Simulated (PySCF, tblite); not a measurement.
Compound: C5H9OP.
Numbering: `[CH2:1]=[CH:2][P@@H:3](=[O:4])/[CH:5]=[CH:6]\[CH3:7]` (hydrogens: H8, H9 on C1; H10 on C2; H11 on P3; H12 on C5; H13 on C6; H14, H15, H16 on C7)

Structure optimised with GFN2-xTB, isolated species.

Task: What internal coordinates does the optimisation give?

Result: 
```csv
bond,length (Å),order
C1=C2,1.322,double
C2–P3,1.812,single
P3=O4,1.463,double
P3–C5,1.808,single
C5=C6,1.326,double
C6–C7,1.487,single
C1–H8,1.079,single
C1–H9,1.078,single
C2–H10,1.079,single
P3–H11,1.397,single
C5–H12,1.084,single
C6–H13,1.084,single
"C7–H14, C7–H15, C7–H16",1.089,single
```

Bonds in one row agree within 0.01 Å and their mean is given. Orders are formal, as drawn. A selection of angles:
```csv
angle,degrees
C2–C1–H8,119.4
C2–C1–H9,123.2
H8–C1–H9,117.3
C1–C2–P3,118.0
C1–C2–H10,122.9
P3–C2–H10,119.2
C2–P3–O4,114.1
C2–P3–C5,107.3
C2–P3–H11,103.4
O4–P3–C5,112.5
O4–P3–H11,113.3
C5–P3–H11,105.4
P3–C5–C6,127.4
P3–C5–H12,111.1
C6–C5–H12,121.5
C5–C6–C7,125.4
C5–C6–H13,119.2
C7–C6–H13,115.3
C6–C7–H14,109.9
C6–C7–H16,111.3
H14–C7–H15,107.3
H14–C7–H16,109.2
```

Dihedral angles: C1–C2–P3–O4 -2° (synperiplanar); C2–P3–C5–C6 67° (synclinal); P3–C5–C6–C7 -1° (synperiplanar).

The 3 C–C bonds span 1.322 Å (C1=C2, drawn double) to 1.487 Å (C6–C7, drawn single), a spread of 0.165 Å. Of the pairs four or more bonds apart, P3···H16 is among the closest relative to their van der Waals radii: 2.78 Å, 93 % of the sum of Bondi's values. P3 (phosphoryl phosphorus) is distorted tetrahedral (angles from 103.4° to 114.1°).

Point group: C1 (no symmetry element, even within 0.4 Å). Its GFN2-xTB frequencies are all real (lowest 67 cm⁻¹). One conformer, not necessarily the lowest. 3 starts were optimised and ended at 0.00, 0.02 and 1.57 kcal/mol (GFN2-xTB); the lowest of these is shown.

These are computed values.
